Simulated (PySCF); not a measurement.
A calculated (UHF, PySCF 2.14, aug-cc-pVQZ-DK, scalar relativity by spin-free X2C-1e) atom or ion has these occupied shells.

```csv
shell,electrons,orbital energy (eV),"rms radius, mean of both spins (bohr)"
1s,2,-1630.6,0.139
2s,2,-168.02,0.674
2p,6,-121.79,0.668
```

Problem. Name the element and its charge.

Solution. Al³⁺ (aluminium, charge +3), in [Ne], closed-shell 1S.
